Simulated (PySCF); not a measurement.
Geometry:
| atom | x (Å) | y (Å) | z (Å) |
| --- | --- | --- | --- |
| Se1 | 0.005 | -0.006 | -0.919 |
| Cl2 | 1.673 | -0.017 | 0.469 |
| Cl3 | -1.679 | 0.023 | 0.450 |

Geometry: PBE0-D3(BJ)/def2-SVP; GIAO absolute shieldings from PySCF 2.14.0 with density-fitted response routines, gas phase, non-relativistic, averaged over equivalent atoms.

At KT2/pcSseg-1 (89 basis functions, 4.7 s wall time on 1 thread of an x86-64 server CPU, shared host):
```
  atoms  σ (ppm)
    Se1   -692.8
Cl2/Cl3    739.5
```

Question: Estimate the result of repeating the calculation with PBE0/pcSseg-1.

Answer: 
| atoms | σ at PBE0/pcSseg-1 | change |
| --- | --- | --- |
| Se1 | -540.5 | +152.3 |
| Cl2/Cl3 | 779.1 | +39.6 |

The largest change is at Se1 (selenium bonded to 2 Cl). Cost: 89 basis functions, 4.7 s wall time on 1 thread of an x86-64 server CPU, shared host.

Relativistic effects, spin–orbit coupling among them, are left out; they matter for Se and for the light atoms bonded to it.
